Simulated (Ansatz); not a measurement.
Geometry optimisation, RKS PBE0-D4/def2-SVP in Ansatz.

input.yaml

```yaml
crystal:
  periodic: [false, false, false]
  atoms:
    - { symbol: "N", position_ang: [-0.2083, -0.7283, 2.077] }
    - { symbol: B, position_ang: [-0.4028, -0.2068, 0.627] }
    - { symbol: Si, position_ang: [-1.2059, 1.5493, 0.251] }
    - { symbol: C, position_ang: [0.0896, -1.1582, -0.5717] }
    - { symbol: Si, position_ang: [1.5128, -0.5046, -1.4872] }
    - { symbol: H, position_ang: [-1.2053, -0.6276, 2.4998] }
    - { symbol: H, position_ang: [0.3705, 0.0128, 2.5681] }
    - { symbol: H, position_ang: [-1.2095, 1.7773, -1.1948] }
    - { symbol: H, position_ang: [-2.5199, 1.6287, 0.8838] }
    - { symbol: H, position_ang: [-0.3254, 2.5877, 0.8949] }
    - { symbol: H, position_ang: [-0.8429, -1.271, -1.2548] }
    - { symbol: H, position_ang: [0.2891, -2.1625, -0.1471] }
    - { symbol: H, position_ang: [1.1437, 0.841, -2.0687] }
    - { symbol: H, position_ang: [1.8636, -1.4161, -2.5256] }
    - { symbol: H, position_ang: [2.6289, -0.3724, -0.5223] }
basis:
  gaussian: { orbitals: def2-SVP }
hamiltonian:
  xc: pbe0
  dispersion: d4
relax:
  f_tol: 0.015
  max_steps: 40
output:
  orbitals: {}
```

Run as:

```bash
$ ansatz run input.yaml --threads 2 --pin off --max-ram 3072MiB --backend cpu --events-out ev --progress --plain --runs-dir out
```

Where does it end, and by what steps?

It converged. The force dipped under the threshold on the way, but the program's further checks kept it going. After 37 steps the energy has fallen by 1.795 eV; H8 moved furthest, 1.54 Å.

| step | energy less start (eV) | largest force component (eV/Å) | accepted |
| --- | --- | --- | --- |
| 0 | 0.0000 | 3.013 | yes |
| 2 | -0.6076 | 0.957 | yes |
| 4 | -0.9423 | 1.588 | yes |
| 6 | -1.4146 | 1.865 | yes |
| 8 | -1.6924 | 0.640 | yes |
| 10 | -1.7725 | 0.332 | yes |
| 12 | -1.7780 | 0.034 | yes |
| 14 | -1.7810 | 0.104 | yes |
| 16 | -1.7841 | 0.140 | yes |
| 18 | -1.7882 | 0.077 | yes |
| 20 | -1.7904 | 0.074 | yes |
| 22 | -1.7920 | 0.018 | yes |
| 24 | -1.7925 | 0.033 | yes |
| 26 | -1.7928 | 0.014 | yes |
| 28 | -1.7931 | 0.040 | yes |
| 30 | -1.7935 | 0.005 | yes |
| 32 | -1.7925 | 0.121 | no |
| 34 | -1.7944 | 0.060 | yes |
| 36 | -1.7946 | 0.032 | no |
| 37 | -1.7948 | 0.005 | yes |

```xyz
15
Properties=species:S:1:pos:R:3
N -0.328 -0.566 1.897
B -0.504 -0.186 0.565
Si -1.456 1.573 0.194
C 0.054 -1.085 -0.602
Si 1.723 -0.454 -1.218
H -0.643 -0.014 2.684
H 0.134 -1.427 2.169
H -2.622 1.384 -0.730
H -1.982 2.199 1.455
H -0.554 2.582 -0.454
H -0.620 -1.081 -1.475
H 0.197 -2.136 -0.292
H 1.610 0.946 -1.731
H 2.241 -1.318 -2.325
H 2.728 -0.467 -0.109
```

Whether the end is a true minimum wasn't checked by a vibrational analysis.

Run time: 3.4 min on 2 threads of AMD EPYC 7R43 64-Core Processor (Zen 3), on a shared host, peak memory 0.34 GiB.
